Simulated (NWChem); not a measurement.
System: CH₅BO₂S; SMILES OB(O)SC

Input file for NWChem:

```
start job
memory heap 200 mb stack 900 mb global 1100 mb
geometry units angstroms noautoz
  B      0.047642     0.830701     0.000000
  O     -0.755474     1.947410     0.000000
  H     -0.271065     2.790528     0.000000
  O      1.425090     0.825800     0.000000
  H      1.826453     1.712085     0.000000
  S     -0.829594    -0.771359     0.000000
  C      0.578064    -1.941870     0.000000
  H      1.205595    -1.810193    -0.901127
  H      0.146137    -2.959886     0.000000
  H      1.205595    -1.810193     0.901127
end
basis spherical
  * library 6-31g*
end
dft
  xc xcamb88 1.00 lyp 0.81 vwn_5 0.19 hfexch 1.00
  cam 0.33 cam_alpha 0.19 cam_beta 0.46
  iterations 150
  mulliken
end
task dft energy
```

Excerpt of the output:

```
             Northwest Computational Chemistry Package (NWChem) 7.3.0
             --------------------------------------------------------

 CS  symmetry detected

                             Geometry "geometry" -> ""
                             -------------------------

 Output coordinates in angstroms (scale by  1.889725989 to convert to a.u.)

  No.       Tag          Charge          X              Y              Z
 ---- ---------------- ---------- -------------- -------------- --------------
    1 B                    5.0000     0.04597679     0.82531989     0.00000000
    2 O                    8.0000    -0.76212677     1.93842498     0.00000000
    3 H                    1.0000    -0.28149430     2.78370155     0.00000000
    4 O                    8.0000     1.42343293     0.82658095     0.00000000
    5 H                    1.0000     1.82082712     1.71465258     0.00000000
    6 S                   16.0000    -0.82408362    -0.78064839     0.00000000
    7 C                    6.0000     0.58879657    -1.94485052     0.00000000
    8 H                    1.0000     1.21573224    -1.81036758    -0.90112700
    9 H                    1.0000     0.16142798    -2.96478856     0.00000000
   10 H                    1.0000     1.21573224    -1.81036758     0.90112700

 Effective nuclear repulsion energy (a.u.)     216.4699770918

      Symmetry information
      --------------------

 Group name             Cs
 Group number              2
 Group order               2
 No. of unique centers     9

                                 NWChem DFT Module
                                 -----------------

 Summary of "ao basis" -> "ao basis" (spherical)
 ------------------------------------------------------------------------------
       Tag                 Description            Shells   Functions and Types
 ---------------- ------------------------------  ------  ---------------------
 B                           6-31g*                  6       14   3s2p1d
 O                           6-31g*                  6       14   3s2p1d
 H                           6-31g*                  2        2   2s
 S                           6-31g*                  8       18   4s3p1d
 C                           6-31g*                  6       14   3s2p1d

      Symmetry analysis of basis
      --------------------------

        a'         61
        a"         23

            General Information
            -------------------
          SCF calculation type: DFT
          Wavefunction type:  closed shell.
          No. of atoms     :    10
          No. of electrons :    48
           Alpha electrons :    24
            Beta electrons :    24
          Charge           :     0
          Spin multiplicity:     1
          Use of symmetry is: on ; symmetry adaption is: on
          Maximum number of iterations: 150
          AO basis - number of functions:    84
                     number of shells:    42
          Convergence on energy requested:  1.00D-06
          Convergence on density requested:  1.00D-05
          Convergence on gradient requested:  5.00D-04

              XC Information
              --------------
                     Hartree-Fock (Exact) Exchange  1.000
                   CAM-Becke88 Exchange Functional  1.000
                      VWN V Correlation Functional  0.190 local
              Lee-Yang-Parr Correlation Functional  0.810

           Range-Separation Parameters
           ---------------------------
           Alpha           :  0.19
           Beta            :  0.46
           Gamma           :  0.33
           Short-Range HF  :     F

             Grid Information
             ----------------
          Grid used for XC integration:  medium
          Radial quadrature: Mura-Knowles
          Angular quadrature: Lebedev.
          Tag              B.-S. Rad. Rad. Pts. Rad. Cut. Ang. Pts.
          ---              ---------- --------- --------- ---------
          B                   0.85       49          10.0       434
          O                   0.60       49          12.0       434
          H                   0.35       45          13.0       434
          S                   1.00       88          10.0       590
          C                   0.70       49          11.0       434
          Grid pruning is: on
          Number of quadrature shells:   464
          Spatial weights used:  Erf1

      Superposition of Atomic Density Guess
      -------------------------------------

 Sum of atomic energies:        -611.64189075

      Non-variational initial energy
      ------------------------------

 Total energy =    -613.694958
 1-e energy   =   -1271.416449
 2-e energy   =     441.251513
 HOMO         =      -0.293550
 LUMO         =       0.070384

      Symmetry analysis of molecular orbitals - initial
      -------------------------------------------------

  Numbering of irreducible representations:

     1 a'          2 a"

  Orbital symmetries:

     1 a'          2 a'          3 a'          4 a'          5 a'
     6 a'          7 a'          8 a'          9 a"         10 a'
    11 a'         12 a'         13 a'         14 a'         15 a'
    16 a'         17 a"         18 a'         19 a"         20 a'
    21 a"         22 a'         23 a'         24 a"         25 a'
    26 a'         27 a"         28 a'         29 a'         30 a'
    31 a'         32 a"         33 a'         34 a'

     ---------------------------------------------
      Total Density - Mulliken Population Analysis
     ---------------------------------------------

    Atom       Charge   Shell Charges
 -----------   ------   -------------------------------------------------------
    1 B    5     4.13   2.00  0.53  0.99  0.27  0.22  0.12
    2 O    8     8.89   2.00  0.93  3.12  0.89  1.95  0.01
    3 H    1     0.46   0.35  0.11
    4 O    8     8.89   2.00  0.93  3.11  0.89  1.94  0.01
    5 H    1     0.46   0.35  0.11
    6 S   16    16.22   2.00  2.00  5.98  1.32  3.07  0.49  1.32  0.04
    7 C    6     6.64   2.00  0.70  1.90  0.73  1.29  0.03
    8 H    1     0.77   0.46  0.31
    9 H    1     0.77   0.46  0.30
   10 H    1     0.77   0.46  0.31

   convergence    iter        energy       DeltaE   RMS-Dens  Diis-err
 ---------------- ----- ----------------- --------- --------- ---------
 d= 0,ls=0.0,diis     1   -614.5139583233 -8.31D+02  1.13D-02  8.74D-01
 d= 0,ls=0.0,diis     2   -614.5555578261 -4.16D-02  4.78D-03  6.46D-01
 d= 0,ls=0.0,diis     3   -614.6123691034 -5.68D-02  9.95D-04  2.37D-02
 d= 0,ls=0.0,diis     4   -614.6145806041 -2.21D-03  3.36D-04  1.06D-03
 d= 0,ls=0.0,diis     5   -614.6146977165 -1.17D-04  9.39D-05  1.18D-04
  Resetting Diis
 d= 0,ls=0.0,diis     6   -614.6147119622 -1.42D-05  2.86D-05  7.32D-06
 d= 0,ls=0.0,diis     7   -614.6147126330 -6.71D-07  2.06D-05  2.18D-06
 d= 0,ls=0.0,diis     8   -614.6147125410  9.20D-08  1.05D-05  3.42D-06
 d= 0,ls=0.0,diis     9   -614.6147128618 -3.21D-07  1.38D-06  1.73D-08

         Total DFT energy =     -614.614712861803
      One electron energy =    -1275.969203894471
           Coulomb energy =      499.126379716070
    Exchange-Corr. energy =      -54.241865775235
 Nuclear repulsion energy =      216.469977091832

 Numeric. integr. density =       47.999988021637

                  Occupations of the irreducible representations
                  ----------------------------------------------

                     irrep           alpha         beta
                     --------     --------     --------
                     a'               19.0         19.0
                     a"                5.0          5.0

                       DFT Final Molecular Orbital Analysis
                       ------------------------------------

 Vector   22  Occ=2.000000D+00  E=-3.950555D-01  Symmetry=a"
              MO Center=  3.1D-01,  1.4D+00,  6.2D-14, r^2= 2.1D+00
   Bfn.  Coefficient  Atom+Function         Bfn.  Coefficient  Atom+Function
  ----- ------------  ---------------      ----- ------------  ---------------
    19      0.462677   2 O  pz               35     -0.455489   4 O  pz
    23      0.350751   2 O  pz               39     -0.347953   4 O  pz
    13      0.034106   1 B  d  1             69      0.025262   7 C  pz

 Vector   23  Occ=2.000000D+00  E=-3.571562D-01  Symmetry=a'
              MO Center= -6.6D-01, -8.3D-01,  3.0D-14, r^2= 2.3D+00
   Bfn.  Coefficient  Atom+Function         Bfn.  Coefficient  Atom+Function
  ----- ------------  ---------------      ----- ------------  ---------------
    53      0.531880   6 S  px               56     -0.263389   6 S  s
    57      0.221899   6 S  px               54      0.213514   6 S  py
    49     -0.206453   6 S  px               52     -0.207174   6 S  s
    67     -0.205469   7 C  px                4     -0.190992   1 B  py
    71     -0.105089   7 C  px               48      0.104143   6 S  s

 Vector   24  Occ=2.000000D+00  E=-2.876348D-01  Symmetry=a"
              MO Center= -6.1D-01, -6.7D-01,  3.4D-16, r^2= 2.2D+00
   Bfn.  Coefficient  Atom+Function         Bfn.  Coefficient  Atom+Function
  ----- ------------  ---------------      ----- ------------  ---------------
    55      0.654095   6 S  pz               59      0.402869   6 S  pz
    51     -0.248828   6 S  pz               19     -0.136203   2 O  pz
    80      0.125346   8 H  s                84     -0.125346  10 H  s
    69     -0.116415   7 C  pz               23     -0.114874   2 O  pz
    35     -0.105336   4 O  pz               39     -0.092646   4 O  pz

[...]
```

Level: CAM-B3LYP/6-31G* (spherical d). Coordinates come from a PBE-D3(BJ)/def2-SVP optimisation.
